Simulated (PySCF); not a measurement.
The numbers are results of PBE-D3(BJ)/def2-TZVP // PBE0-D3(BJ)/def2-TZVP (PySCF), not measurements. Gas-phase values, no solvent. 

Reference species (SMILES): `[Br][Al][Br]` (neutral, multiplicity 2).

```
Item            Value
-------------  ------
dipole moment  1.18 D
```

Changed species: `[NH2][Al][Br]` (radical fragment; the reference has radical fragment).

### Question
Give the shifts of the dipole moment.

### Answer
the dipole moment rises by 1.13 D, to 2.31 D.
